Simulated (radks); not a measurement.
Problem. These are the eigenvalues of the occupied orbitals of an atom or ion with whole-number occupations (hartree). Method: Dirac Kohn-Sham, relativistic LDA (MacDonald-Vosko exchange, VWN5 correlation), spin-unpolarised, spherical densities, finite nucleus; Fermi nuclear charge, rms radius of each element as measured or else 0.836 A^(1/3) + 0.57 fm; computed with a radial shooting solver on a logarithmic mesh with Libxc functionals.

orbital  eigenvalue
1s1/2     -2550.106
2s1/2     -515.3585
2p1/2     -497.7009
2p3/2     -451.2824
3s1/2     -183.0301
3p1/2     -175.4625
3p3/2     -164.6884
3d3/2     -152.4101
3d5/2     -149.9815

Which element is it, and in what charge state? The configuration may be excited. Open shells, if any, fill j = l - 1/2 first.

Solution. Z = 73, tantalum, charge +47: Ta47+ in [Ar] 3d8. The list shows which subshells hold electrons but not how many an open one holds; the 1s level, -2550.1 hartree, gives Z - s = 71.4 by -(Z - s)^2/2, which with screening and relativity narrows Z to a few neighbours, and the depths of the outer levels then fix element, charge and occupations together.
